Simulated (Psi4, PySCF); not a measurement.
Here is a job for Psi4.
```
memory 2 GB

molecule mol {
0 1
Ga   -0.000000   -0.000000   -0.059524
H     0.000000    0.000000    1.845233
}

set {
  basis 6-31g**
  reference rks
  scf_type pk
  puream true
  d_convergence 1e-8
  dft_radial_points 99
  dft_spherical_points 590
}

energy('b3lyp5')
print_variables()
```

### Question
Write the same job for PySCF.

### Answer
One answer among several that fit: 
```python
from pyscf import gto, scf, dft

mol = gto.Mole()
mol.atom = '''
    Ga   -0.00000000   -0.00000000   -0.05952365
    H     0.00000000    0.00000000    1.84523317
'''
mol.basis = '6-31g**'
mol.verbose = 3
mol.build()

mf = dft.RKS(mol)
mf.xc = 'b3lyp5'
mf.grids.atom_grid = (99, 590)
mf.grids.prune = None
mf.kernel()
```

Both were run: Psi4 gave -1925.063822 Eh and PySCF -1925.063824 Eh, 0.001 mEh apart.
